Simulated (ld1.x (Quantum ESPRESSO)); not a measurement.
## cerium: TM pseudisation with PBE, scalar-relativistic reference atom.

Input for ld1.x (Quantum ESPRESSO) 7.5:

```
&input
   title='Ce', zed=58., rel=1, dft='PBE', iswitch=3,
   config='[Xe] 4f1 5d1 6s2 6p0',
   nld=4, rlderiv=3.10, eminld=-5.0, emaxld=5.0, deld=0.02
 /
 &inputp
   pseudotype=2, tm=.true., lloc=1,
   nlcc=.true., rcore=0.55,
   file_pseudopw='Ce.UPF', file_wfcaegen='ae.wfc', file_wfcncgen='nc.wfc', file_beta='beta', file_chi='chi'
 /
4
5S  1  0   2.00   0.00  2.10  2.10  0.0
5D  3  2   1.00   0.00  2.85  2.85  0.0
4F  4  3   1.00   0.00  0.85  0.85  0.0
5P  2  1   6.00   0.00  2.20  2.20  0.0
 &test
   configts(1)='4f1 5s2 5p6 5d1 6s2 6p0'
 /
```

Command:

```bash
ld1.x < Ce.in > Ce.out
```

Output (shortened: banner, matrices, multipoles, cross overlaps and the repeated all-electron block are left out):

```
[... start of the log left out ...]

      Wfc   5S  rcut= 2.095  Using Troullier-Martins method

      Wfc   5D  rcut= 2.828  Using Troullier-Martins method

      Wfc   4F  rcut= 0.852  Using Troullier-Martins method

       Warning: n=2, l=0 expected 1 nodes, found 2
       Setting wfc to zero for this iteration
       (This warning will only be printed once per wavefunction)

     ------------------- End of pseudopotential generation -------------------

     Computing logarithmic derivative in   3.10597

       Warning: n=1, l=0 expected 0 nodes, found 1
       Setting wfc to zero for this iteration
       (This warning will only be printed once per wavefunction)

       Warning: n=4, l=3 expected 0 nodes, found 1
       Setting wfc to zero for this iteration
       (This warning will only be printed once per wavefunction)

       Warning: n=2, l=1 expected 0 nodes, found 1
       Setting wfc to zero for this iteration
       (This warning will only be printed once per wavefunction)

     [... 2 repeated lines left out ...]
       (This warning will only be printed once per wavefunction)

 %%%%%%%%%%%%%%%%%%%%%%%%%%%%%%%%%%%%%%%%%%%%%%%%%%%%%%%%%%%%%%%%%%%%%%%%%%%%%%
     Error in routine run_pseudo (1):
     Errors in PS-KS equation
 %%%%%%%%%%%%%%%%%%%%%%%%%%%%%%%%%%%%%%%%%%%%%%%%%%%%%%%%%%%%%%%%%%%%%%%%%%%%%%

     stopping ...
```

The run stopped because the pseudo-atom solver did not find the valence states with the expected number of nodes, which is the usual sign of a ghost state.

The run took about 1.4 s on one core of a shared server CPU.
